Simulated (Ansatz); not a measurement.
Question: Name a neutral molecule of Br, C, Ge and H with HOMO energy (B3LYP/def2-TZVPP) between -7.40 and -7.10 eV and size of the dipole moment (PBE/def2-TZVPP) between 1.75 and 2.05 D (Ansatz, PBE0-D4/def2-TZVP geometry).

Answer: `C[CH]([GeH3])Br` (-7.38 eV, 1.78 D). Other molecules can fit too; these were computed, each in one conformer that needn't be the lowest.

B3LYP here is the variant with VWN-RPA as its local correlation; programs differ in this.
